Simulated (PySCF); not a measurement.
Te(OMe)(NH2) (CH5NOTe), SMILES CO[Te]N. Geometry optimised at PBE-D3(BJ)/def2-SVP. The structure was generated by enumeration, and PubChem lists no compound with its InChIKey, so it may never have been made. The def2 effective core potentials stand for the cores of Te; spin–orbit coupling is left out. Other conformers were not sampled.

Computed equilibrium geometry at PBE-D3(BJ)/def2-SVP (PySCF confirms it by a frequency run) as Cartesian coordinates in Å (one conformer of several):
```xyz
9

Te    -0.1083    -0.1312     0.5442
O      1.0611     0.9363    -0.7521
C      1.5880     0.2301    -1.8592
H      0.8005    -0.1031    -2.5777
H      2.2597     0.9306    -2.4024
H      2.1842    -0.6683    -1.5720
N     -1.9103    -0.2824    -0.3933
H     -1.8967    -0.8512    -1.2476
H     -2.3636     0.6212    -0.5729
```
